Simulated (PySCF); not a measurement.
**Electronic absorption of C6H9F**

C6H9F.
Numbering: `[CH3:1][C@@H:2]1[CH2:3][CH2:4]/[C:5]1=[CH:6]/[F:7]` (hydrogens: H8, H9, H10 on C1; H11 on C2; H12, H13 on C3; H14, H15 on C4; H16 on C6)

Computed with TDDFT CAM-B3LYP/def2-SVPD, vertical, gas phase, core orbitals frozen in the response in PySCF. Isolated species at its GFN2-xTB geometry, gas phase.

Question: List the vertical singlet excitations with oscillator strengths and describe the spectrum.

Answer: 

```json
{"state": "S1", "λ (nm)": "186.6", "E (eV)": "6.65", "f": "0.065", "main configurations (H = HOMO, L = LUMO)": "H→L (66%), H→L+1 (10%), H→L+2 (9%)"}
{"state": "S2", "λ (nm)": "179.1", "E (eV)": "6.92", "f": "0.218", "main configurations (H = HOMO, L = LUMO)": "H→L+1 (64%), H→L (24%)"}
{"state": "S3", "λ (nm)": "172.6", "E (eV)": "7.18", "f": "0.0066", "main configurations (H = HOMO, L = LUMO)": "H→L+2 (63%), H→L+1 (12%)"}
{"state": "S4", "λ (nm)": "163.8", "E (eV)": "7.57", "f": "0.011", "main configurations (H = HOMO, L = LUMO)": "H→L+3 (65%), H→L+1 (9%)"}
{"state": "S5", "λ (nm)": "158.7", "E (eV)": "7.81", "f": "0.0015", "main configurations (H = HOMO, L = LUMO)": "H-1→L (59%), H-1→L+1 (15%), H-2→L (12%)"}
{"state": "S6", "λ (nm)": "153.9", "E (eV)": "8.05", "f": "0.043", "main configurations (H = HOMO, L = LUMO)": "H→L+4 (74%), H→L+5 (9%)"}
{"state": "S7", "λ (nm)": "153.6", "E (eV)": "8.07", "f": "0.0029", "main configurations (H = HOMO, L = LUMO)": "H-2→L (56%), H-2→L+1 (15%), H-1→L (14%)"}
{"state": "S8", "λ (nm)": "148.1", "E (eV)": "8.37", "f": "0.0083", "main configurations (H = HOMO, L = LUMO)": "H→L+5 (67%), H→L+4 (10%), H→L+2 (9%)"}
```

Triplets (Tamm–Dancoff): T1 4.25 eV, H→L (54%), H→L+1 (25%); T2 6.51 eV, H→L+1 (32%), H→L+2 (26%), H→L (22%); T3 7.02 eV, H→L+2 (41%), H→L+1 (27%), H→L+3 (12%).

The lowest singlet lies at 6.65 eV (187 nm, vacuum ultraviolet) and is of moderate strength; its leading configuration is HOMO→LUMO (66%). The strongest level in the table is S2 at 6.92 eV (179 nm, f = 0.218). Löwdin shares by element: HOMO carbon 67% or more, fluorine 14% (atoms not listed hold the other 19%); LUMO carbon 40% or more, hydrogen 9% or more (atoms not listed hold the other 51%). The oscillator strengths of these states sum to 0.356; summed over the whole spectrum of an exact calculation they would give the number of electrons, 54 (Thomas–Reiche–Kuhn). Of the 8 states listed, 4 reach f = 0.01 and none stays under 0.0005. Orbital energies (eV): HOMO-3 -11.38, HOMO-2 -10.51, HOMO-1 -10.19, HOMO -8.30, LUMO 1.21, LUMO+1 1.55, LUMO+2 1.89. Only the lowest 8 singlets were computed, as vertical energies without vibronic structure.

The run took 71 s of wall time on an Arm Neoverse N1 with one thread, on a shared host.
